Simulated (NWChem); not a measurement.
System: CH$_{2}$BF$_{3}$; SMILES BC(F)(F)F

The following NWChem deck was run.

```
start job
memory heap 200 mb stack 900 mb global 1100 mb
geometry units angstroms noautoz
  B     -0.000115     1.556922     0.461726
  C      0.000537     0.013638     0.051566
  F     -0.015494     0.016069    -1.300430
  F     -1.066455    -0.676120     0.466462
  F      1.081969    -0.668454     0.440982
  H     -1.055423     2.118590     0.580454
  H      1.053670     2.126048     0.555893
end
basis spherical
  B library def2-svp
  C library def2-svp
  F library def2-svp
  H library def2-svp
end
dft
  xc hfexch
  iterations 150
  mulliken
end
task dft energy
```

Coordinates come from a PBE0/def2-SVP optimisation.

**Question.** Predict the main results of this run. (Hartree-Fock/def2-SVP.) Quantities: energy (Ha); highest occupied level (eV); orbital gap (eV); dipole (D).

**Answer.** 
- energy (Ha) = -361.72
- highest occupied level (eV) = -14.36
- orbital gap (eV) = 15.49
- dipole (D) = 2.22
